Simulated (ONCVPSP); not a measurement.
## Mn (Z = 25): one change to an ONCV potential, before and after

ONCVPSP 4.0.1 input, shortened (lines: element, Z, core and valence counts, functional; n l f; lmax; l rc ep ncon nbas qcut; lloc lpopt rc5 dvloc0; l nproj debl; icmod fcfact rcfact), PBEsol, scalar-relativistic:

```
  Mn 25.00    3    4  -116133      upf
    1    0    2.00
    2    0    2.00
    2    1    6.00
    3    0    2.00
    3    1    6.00
    3    2    5.00
    4    0    2.00
    2
    0    1.40    0.00    3    6    9.40
    1    1.45    0.00    4    8    9.30
    2    1.45    0.00    4    8    9.60
    4    5    1.25    0.00
    0    2    3.80
    1    2    1.90
    2    1    1.40
    2    0.20    0.70
```

In the p channel the program set the typed energies aside and used -2.002, 0.250 Ha.

Change: s: qcut 10.4; p: qcut 10.3; d: qcut 10.7.

Cutoffs: the cutoffs (Ha) at which the residual kinetic energy of the hardest occupied pseudo-wave falls to 1 and 0.1 mHa per electron; they do not see the model core or the augmentation charge, which bear on the density cutoff. Errors are all-electron minus pseudo energies relative to the spin-unpolarised reference configuration.

Task: Predict the effect on cutoff, ghosts and configuration errors.

Result: The potential gets harder (40 Ha and 46 Ha → 45 Ha and 50 Ha); of the 4 tests that both files solve, the error grows in 0 and shrinks in 3 by more than 15 % and 0.3 meV (median size 4.7 → 3.9 meV); the range in which the s phases agree narrows (upper end at the end of the scan → 1.8); neither file shows a bound ghost.

```csv
quantity,base,changed
"cutoff, loose",40 Ha,45 Ha
"cutoff, tight",46 Ha,50 Ha
loose cutoff by channel,"s 28 Ha, p 29 Ha, d 40 Ha","s 31 Ha, p 31 Ha, d 45 Ha"
bound ghosts,none,none
GHOST(+) flags under 300 eV,none,s at 137.7 eV
"error for 3s2 3p6 3d5 4s1, meV [ΔE 8.43 eV]",+0.2,-0.1
"error for 3s2 3p6 3d5 4s0, meV [ΔE 23.94 eV]",+2.1,+1.7
"error for 3s2 3p6 3d4 4s0, meV [ΔE 56.42 eV]",-7.4,-6.1
"error for 3s1 3p6 3d5 4s2, meV [ΔE 93.27 eV]",-297,-229
s: phases at 1.42 bohr within 0.05 rad from the reference energy up to (Ha; the scan ends near 5),to the end of the scan,1.8
p: phases at 1.47 bohr within 0.05 rad from the reference energy up to (Ha; the scan ends near 5),to the end of the scan,to the end of the scan
d: phases at 1.47 bohr within 0.05 rad from the reference energy up to (Ha; the scan ends near 5),1.6,1.6
"rms error of d²Exc/dni dnj with the model core, mHa",1.10,1.10
```
